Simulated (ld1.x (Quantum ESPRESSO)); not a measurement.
## Os TM: all-electron and pseudo phase curves

osmium (Os), norm-conserving Troullier–Martins (Kleinman–Bylander form), made with ld1.x (Quantum ESPRESSO) 7.5 (PBE, scalar-relativistic). Core [Xe] 4f14, reference 5d6 6s1.75 6p0.25. Waves: 6p (bound): rc 3.70 bohr; 5d (bound): rc 1.40 bohr; 6s (bound): rc 2.25 bohr. Local part: the s channel. Core correction: none.

The phase is arctan(r·u′/u) with u = r·R(r), unwrapped; energies in Ry, scanned from -2 to 5 Ry. A pole is an energy at which the radial function vanishes at the test radius. The pseudo phase is shifted by a multiple of π to meet the all-electron one at the reference energy, and phase errors are pseudo minus all-electron; the curves can meet again beyond the range given. Levels narrower than the energy grid can be missing from the lists of poles.

```tsv
channel	radius (bohr)	reference energy (Ry)	poles, all-electron	poles, pseudo	unbroken range about the reference energy with phases within 0.05 rad	phase error 1 Ry above the reference energy (rad)
s	4.01	-0.48	-0.17, 3.05	-0.17, 2.76	below 0.9	-0.008
p	4.01	-0.11	0.60, 4.09	0.58, 3.52	below 1.4	-0.012
d	4.01	-0.49	-0.44, 1.97	-0.44, 2.12	below 0.5	+0.052
```

Phases in the s channel:

| E (Ry) | all-electron | pseudo |
| --- | --- | --- |
| -2.00 | 1.368 | 1.368 |
| -1.76 | 1.348 | 1.348 |
| -1.52 | 1.320 | 1.320 |
| -1.28 | 1.276 | 1.276 |
| -1.04 | 1.194 | 1.194 |
| -0.80 | 0.959 | 0.958 |
| -0.56 | -0.534 | -0.535 |
| -0.32 | -1.444 | -1.445 |
| -0.08 | -1.620 | -1.621 |
| 0.16 | -1.712 | -1.714 |
| 0.40 | -1.794 | -1.799 |
| 0.64 | -1.900 | -1.913 |
| 0.88 | -2.094 | -2.137 |
| 1.12 | -2.610 | -2.791 |
| 1.36 | -3.708 | -3.912 |
| 1.60 | -4.260 | -4.345 |
| 1.84 | -4.457 | -4.506 |
| 2.08 | -4.554 | -4.590 |
| 2.32 | -4.613 | -4.644 |
| 2.56 | -4.654 | -4.684 |
| 2.80 | -4.685 | -4.717 |
| 3.04 | -4.711 | -4.748 |
| 3.28 | -4.735 | -4.781 |
| 3.52 | -4.758 | -4.820 |
| 3.76 | -4.782 | -4.876 |
| 4.00 | -4.809 | -4.978 |
| 4.24 | -4.843 | -5.263 |
| 4.48 | -4.889 | -6.622 |
| 4.72 | -4.962 | -7.470 |
| 4.96 | -5.106 | -7.656 |
